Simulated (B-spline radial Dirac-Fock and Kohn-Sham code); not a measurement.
**The La-like isoelectronic sequence (57 electrons), Z = 57 to 72**

Model: ΔSCF Dirac-Fock with Breit, self-energy and vacuum polarisation, finite nucleus, configuration average. Program: a radial finite-basis atomic code. Binding energies in eV, tabulated ground configurations. Electron correlation is not included.

```
  ion          configuration   2p3/2   3d3/2   3d5/2  4d5/2  outermost level  NIST ionisation energy
   La           [Xe] 5d1 6s2  5496.8   863.1   846.3  112.2        4.69 (6s)                       –
  Ce⁺           [Xe] 4f1 5d2  5737.4   916.3   897.9  122.7        9.88 (5d)                       –
 Pr²⁺               [Xe] 4f3  5981.0   967.4   947.3  131.9       18.02 (4f)                 21.6237
 Nd³⁺               [Xe] 4f3  6247.6  1040.1  1018.2  157.7       36.95 (4f)             40.6 ± 0.04
 Pm⁴⁺               [Xe] 4f3  6521.9  1116.7  1092.8  185.9       58.55 (4f)                       –
 Sm⁵⁺               [Xe] 4f3  6803.8  1197.0  1171.1  216.4       82.50 (4f)                       –
 Eu⁶⁺  [Kr] 4d10 4f5 5s2 5p4  7075.6  1260.5  1232.5  234.7       94.49 (4f)                       –
 Gd⁷⁺  [Kr] 4d10 4f6 5s2 5p3  7361.6  1335.8  1305.4  260.8       114.0 (4f)                       –
 Tb⁸⁺  [Kr] 4d10 4f7 5s2 5p2  7653.7  1413.3  1380.4  288.0       134.6 (4f)                 143 ± 7
 Dy⁹⁺  [Kr] 4d10 4f8 5s2 5p1  7951.9  1493.0  1457.4  316.4       156.1 (4f)                       –
Ho¹⁰⁺      [Kr] 4d10 4f9 5s2  8256.2  1574.9  1536.6  345.9       178.7 (4f)                197 ± 10
Er¹¹⁺      [Kr] 4d10 4f9 5s2  8576.3  1670.3  1629.0  384.8       210.6 (4f)                235 ± 11
Tm¹²⁺      [Kr] 4d10 4f9 5s2  8903.7  1769.1  1724.8  425.7       244.6 (4f)                       –
Yb¹³⁺     [Kr] 4d10 4f10 5s1  9228.3  1859.7  1812.1  460.5       272.0 (4f)                       –
Lu¹⁴⁺     [Kr] 4d10 4f10 5s1       ?       ?       ?      ?                ?                       ?
Hf¹⁵⁺         [Kr] 4d10 4f11  9906.6  2060.1  2005.4  542.0       339.0 (4f)                359 ± 17
```

**Question.** Fill in the row of Lu¹⁴⁺.

**Answer.** 2p3/2 9569.4, 3d3/2 1964.6, 3d5/2 1913.6, 4d5/2 504.7, outermost 309.2 (4f), NIST – eV.

NIST's values are for the lowest levels; a dash marks a value that is missing or belongs to another shell. Their kind here: measured, semi-empirical, theoretical. Where a p, d or f shell is open in either ion the computed value averages over both j values and all terms, while the table refers to the lowest levels; that difference holds spin-orbit splitting (largest in heavy or highly charged ions), term energies where several electrons share open shells, and correlation, and it can reach 10 % or more.
